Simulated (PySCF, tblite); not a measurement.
C₆H₁₁NSi.
Atom-mapped SMILES: `[CH2:1]=[C:2]([SiH3:3])/[CH:4]=[N:5]/[CH:6]1[CH2:7][CH2:8]1` (hydrogens: H9, H10 on C1; H11, H12, H13 on Si3; H14 on C4; H15 on C6; H16, H17 on C7; H18, H19 on C8)

Jobs on this species (19 atoms, 68 electrons) with PySCF (density fitting) and tblite. Hardware of each: Intel Xeon at 2.50 GHz, one thread (shared host). Other jobs ran on the host; a repeat could differ by tens of per cent or more.

| level and settings | work | basis functions | SCF cycles | wall time |
| --- | --- | --- | --- | --- |
| GFN2-xTB | L-BFGS relaxation | – | – | ? |
| PBE0/pcSseg-1 | shieldings, ring-centre shieldings, charges and field gradients | 198 | 14 | 79 s |
| GFN2-xTB | Hessian by finite differences | – | – | 1.9 s |

Problem. Fill in the missing figures.

Solution. 
- GFN2-xTB; L-BFGS relaxation: 3.2 s

Problem. What do all jobs in the table cost together?

Solution. About 84 s; the longest takes about 94 % of that, and about 42 times as long as the shortest.
